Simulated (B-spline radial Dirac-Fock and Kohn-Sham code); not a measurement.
Calculated with a radial finite-basis atomic code, using Dirac-Fock orbitals of the configuration average with a finite nucleus.

Question: This computed X-ray form factor belongs to an atom or ion in its tabulated ground configuration. Which?

| sin θ/λ (Å⁻¹) | f₀ |
| --- | --- |
| 0.05 | 15.993 |
| 0.35 | 15.656 |
| 0.8 | 14.335 |
| 0.9 | 13.944 |
| 1 | 13.530 |
| 1.1 | 13.099 |
| 1.2 | 12.657 |
| 1.6 | 10.879 |
| 3.5 | 5.838 |

Answer: Tb⁴⁹⁺, with 16 electrons in [Ne] 3s2 3p4. f₀ tends to the number of electrons as s goes to zero, which the first rows give only roughly, and the rate of fall reflects the nuclear charge, 65.
